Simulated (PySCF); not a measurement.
# What a mistake does to a calculation on BCH6NSi

These are calculations, not measurements. They come from PySCF 2.14.0, an open-source quantum chemistry program, on an isolated molecule that a program drew, which may never have been made. The molecule is BCH6NSi (charge 0, singlet), drawn as the SMILES string `BNC=[SiH2]`.

Each row is a Hartree-Fock (HF) and frozen-core CCSD(T) single point in the cc-pV(D+d)Z basis, meant for a local HF minimum. Run 1 is clean. Each other run has one planted mistake out of seven kinds, and not every kind appears here: one electron removed, one electron added, multiplicity raised by two, geometry at a saddle point, minimal basis STO-3G, one bond length entered in bohr, all coordinates scaled. The reference is restricted for singlets and unrestricted otherwise, and also for a bond in bohr. Adding or removing an electron swaps singlet and doublet. Electrons count all cores. HOMO and LUMO are orbital energies over both spins, the gradient is its largest component, and the lowest frequency (negative if imaginary) is given only where the gradient is small. Bond lengths are over the 9 bonds as drawn. T1 is the CCSD diagnostic: over 0.02 (restricted) or 0.045 (unrestricted) a single reference is doubtful.

Geometry of the clean run:
```xyz
10
BCH6NSi, angstrom
B    -0.7457    0.5631   -1.5062
N    -0.0142    1.0803   -0.4330
C    -0.5090    1.4233    0.8275
Si    0.2959    2.0594    2.2003
H    -0.1685    0.3190   -2.5292
H    -1.9241    0.3766   -1.3804
H     0.9672    1.2297   -0.5550
H    -1.5756    1.2486    0.9237
H    -0.4726    2.3339    3.4179
H     1.7376    2.3477    2.2199
```

```
run  electrons  basis functions  <S^2>  HOMO (eV)  LUMO (eV)  gradient (hartree/bohr)  lowest frequency (cm^-1)  mean bond (Å)  longest bond (Å)      T1  HF (hartree)  CCSD(T) (hartree)               mistake
  1         38               95  0.000      -7.48       2.26                  9.1e-06                       127         1.3255             1.714  0.0152    -409.39637         -409.95828              no fault
  2         38               30  0.000      -4.73       6.92                  8.3e-02                         -         1.3255             1.714  0.0157    -404.54322         -404.81655  minimal basis STO-3G
  3         37               95  0.758     -14.96      -5.77                  8.5e-02                         -         1.3255             1.714  0.0184    -409.15641         -409.67392  one electron removed
  4         38               95  2.031      -5.82       0.90                  8.1e-02                         -         1.3255             1.714  0.0219    -409.33974         -409.86759                     ?
```

**Which mistake was planted in run 4, and what did it cost?**

Electrons, basis and geometry are unchanged, and <S^2> is 2.031, beside S(S+1) = 2.00 for a multiplicity of 3. So the mistake is: multiplicity raised by two. Subtracting run 1 and multiplying by 627.51 kcal/mol a hartree, the energy moved by 35.5 kcal/mol in HF and 56.9 kcal/mol in CCSD(T).

